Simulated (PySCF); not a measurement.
**C8H12: full NMR table**

* Formula: C8H12
* SMILES: C=C/C=C/C1CCC1
* Point group of the computed structure: C1
* Degrees of unsaturation: 3
* Carbon signals: 7
* Proton signals: 10

Mapped SMILES: `[CH2:1]=[CH:2]/[CH:3]=[CH:4]/[CH:5]1[CH2:6][CH2:7][CH2:8]1`. Each H is labelled by its parent atom. Ha(C1) is cis to C3; Ha(C6), Ha(C7), Ha(C8) are cis to C4 on the ring; Hb(C1) is trans to C3; Hb(C6), Hb(C7), Hb(C8) are trans to C4 on the ring.

- shielding tensors at PBE0/pcSseg-1 (GIAO)
- PBE0-D3(BJ)/def2-SVP geometry
- code: PySCF
- relativity neglected, no solvent model, a single conformation, equivalent nuclei averaged

References, each an isolated molecule treated in the same way: $^{1}$H (σ = 31.27 ppm) and $^{13}$C (σ = 184.41 ppm) vs TMS.

```tsv
carbon	δC, type	δH (multiplicity)	HMBC from (2–3 bonds)	span of the C tensor (ppm)
C1	123.4, CH2	Ha(C1) 5.34 (m); Hb(C1) 5.26 (m)	H(C2), H(C3)	205
C2	145.6, CH	6.35 (m)	H(C3), H(C4), Ha(C1), Hb(C1)	224
C3	137.4, CH	6.07 (m)	H(C2), H(C4), Ha(C1), Hb(C1), H(C5)	184
C4	148.5, CH	5.70 (m)	H(C2), H(C3), H(C5), Hb(C6)/Hb(C8), Ha(C6)/Ha(C8)	192
C5	42.4, CH	2.64 (m)	H(C3), H(C4), Hb(C6)/Hb(C8), Hb(C7), Ha(C6)/Ha(C8), Ha(C7)	39
C6/C8	31.7, CH2	Ha(C6) 1.77 (m); Hb(C6) 1.97 (m)	H(C4), H(C5), Hb(C6)/Hb(C8), Hb(C7), Ha(C6)/Ha(C8), Ha(C7)	35
C7	20.1, CH2	Ha(C7) 1.59 (m); Hb(C7) 1.80 (m)	H(C5), Hb(C6)/Hb(C8), Ha(C6)/Ha(C8)	22
```

- Carbon types of the structure: 4 × CH, 4 × CH2, which accounts for all hydrogens.
- δC 148.5, 145.6, 137.4: alkene CH; as expected for a trigonal carbon in a double bond.
- δC 123.4: terminal =CH2 carbon; the olefinic region.
- δC 31.7, 20.1: sp3 CH2 in a ring; saturated and bonded to C and H only.
- δH 6.35, 6.07, 5.70: hydrogen on an alkene CH; olefinic region.
- δH 2.64: hydrogen on an allylic sp3 CH; allylic position.

Shifts are as computed. Against solution values, carbons near 30 ppm lie about +2 ppm off and those near 130 ppm about +5 ppm. Of 1211 compounds with measured shifts, 218 miss one by over three times the rms of a fit or turn the order of signals round; such compounds aren't used in these exercises. No couplings were computed; multiplicities are counted from neighbouring protons, with m where these are inequivalent, close in shift, in a saturated or five-membered ring or joined by F or P, and br s for small geminal =CH2 splittings.
